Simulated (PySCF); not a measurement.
# Spinor energies of F (fluorine, neutral)

Start: [He] 2s2 2p5; 2p1/2 filled at m_j = -1/2, +1/2; 2p3/2 filled at m_j = -1/2, +1/2, +3/2. Calculated with PySCF 2.14 in x2c-TZVPall-2c (5s3p2d1f, 31 functions): generalised Hartree-Fock with the X2C-1e Hamiltonian and a Gaussian nucleus; one run each with spin-orbit coupling (SO) switched off, then screened by Boettger's factors.

| spinor shell | electrons | ε, spin-free (eV) | ε, screened SO (eV) | weight of nominal j (screened SO) | rms radius, screened SO (bohr) |
| --- | --- | --- | --- | --- | --- |
| 1s1/2 | 2 | -718.56 | -718.55 | 1.000 | 0.204 |
| 2s1/2 | 2 | -42.866 | -42.863 | 1.000 | 1.10 |
| 2p1/2 | 2 | -19.873 | -19.837 | 0.662 | 1.24 |
| 2p3/2 | 3 | -19.873 | -19.898 | 0.774 | 1.24 |

```json
{"quantity": "E (hartree)", "spin-free": "-99.49510", "screened SO": "-99.49578"}
{"quantity": "M_J", "spin-free": "3/2", "screened SO": "3/2"}
{"quantity": "⟨J²⟩", "spin-free": "3.756", "screened SO": "3.756"}
{"quantity": "⟨L²⟩", "spin-free": "2.003", "screened SO": "2.003"}
{"quantity": "⟨S²⟩", "spin-free": "0.753", "screened SO": "0.753"}
```

Each row is a mean over spinors that exchange with the open shell spreads, by up to 5.339 eV (2s1/2).

Rows whose weight is well below 1 are mixtures of j = l ± 1/2: exchange outweighs spin-orbit coupling there, and the label is only the starting occupation.

Without spin-orbit coupling the j labels of p, d and f shells carry no meaning; the spin-free column gives the mean over the occupied spinors of each nl shell.
